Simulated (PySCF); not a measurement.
C2H5ClSi2. Atoms are numbered in the order given.

```xyz
10

Cl    -0.1857    -2.3199     0.0000
C     -0.1573    -0.5770     0.0000
C     -1.2671     0.2070     0.0000
Si    -0.5458     1.9524     0.0000
Si     1.3522     0.5760     0.0000
H     -2.2910    -0.1896     0.0000
H     -0.8580     2.7659    -1.2148
H     -0.8580     2.7659     1.2148
H      2.2102     0.4596    -1.2169
H      2.2102     0.4596     1.2169
```

The structure is a stationary point at r2SCAN-D4/def2-SVP. This is a generated structure with no PubChem entry under its InChIKey; it may be hypothetical.

Method: TDDFT-PBE0/def2-SVPD (PySCF).

Vertical excitations. The molecule is in vacuum. State labels are in the subgroup Cs.

```csv
state,symmetry,energy (eV),λ (nm),f,main pairs
S1,A",5.39,230,0.000,HOMO−1→LUMO 99 %
S2,A',5.90,210,0.065,HOMO→LUMO 85 %
S3,A",6.10,203,0.001,HOMO−2→LUMO 90 %
S4,A",6.25,198,0.000,HOMO→LUMO+1 90 %
S5,A",6.50,191,0.000,"HOMO→LUMO+2 71 %, HOMO−3→LUMO 19 %"
S6,A',6.57,189,0.072,"HOMO−1→LUMO+1 53 %, HOMO−1→LUMO+2 38 %"
S7,A",6.62,187,0.000,"HOMO−3→LUMO 75 %, HOMO→LUMO+2 19 %"
S8,A',6.88,180,0.200,"HOMO−1→LUMO+2 41 %, HOMO−1→LUMO+1 34 %, HOMO→LUMO+3 9 %"
S9,A",6.89,180,0.000,"HOMO→LUMO+5 67 %, HOMO→LUMO+4 24 %"
S10,A',7.06,176,0.023,"HOMO→LUMO+3 69 %, HOMO−2→LUMO+1 13 %"
T1,A',3.89,319,0,HOMO→LUMO 93 %
T2,A",5.13,242,0,HOMO−1→LUMO 93 %
T3,A',5.57,222,0,HOMO−1→LUMO+1 92 %
T4,A",5.58,222,0,"HOMO−2→LUMO 73 %, HOMO−3→LUMO 19 %"
```
Triplets are in the Tamm–Dancoff approximation, which puts them higher than full response would, so one can lie above its singlet here.
